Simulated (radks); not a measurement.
Spherical quantum dot in the effective-mass picture: electrons in a well V = -V0 / (1 + exp((r - R)/a)) with V0 = 4.08, R = 7.02, a = 0.64, all in effective atomic units (hartree* = m*/eps^2 hartree, bohr* = eps/m* bohr), one dielectric constant everywhere. Method: non-relativistic Kohn-Sham, LDA (Slater exchange, Perdew-Wang correlation), spin-polarised, spherical densities; computed with a radial shooting solver with Libxc functionals. Levels are named by radial order and angular momentum (1s, 1p, 1d, 2s, ...), and open shells are averaged over m.

N = 6, configuration 1s2 1p(up 3, down 1). This is the lowest configuration that the search found. Occupied and some empty levels:

level,occupation,eigenvalue (hartree*),<r> (bohr*)
1s up,1,-2.7685,3.851
1s down,1,-2.7419,3.847
1p up,3,-2.6838,4.179
1p down,1,-2.6569,4.189
1d up,0,-2.5541,4.442
1d down,0,-2.5277,4.457
1f up,0,-2.3883,4.664
2s up,0,-2.3816,3.259
2s down,0,-2.3637,3.253
1f down,0,-2.3631,4.680

Energy (hartree*): total -19.8803, kinetic 1.0197, external -23.791, Hartree 3.9955, exchange-correlation -1.1049.

Electron density:

r (bohr*),n(r) (e/bohr*^3)
0.380,0.003286
1.01,0.004255
1.65,0.006064
2.28,0.008463
2.92,0.01076
3.55,0.01173
4.18,0.01028
4.82,0.006631
5.45,0.002829
6.08,0.0007076
6.72,0.00009491
7.35,6.975e-06
7.99,3.324e-07
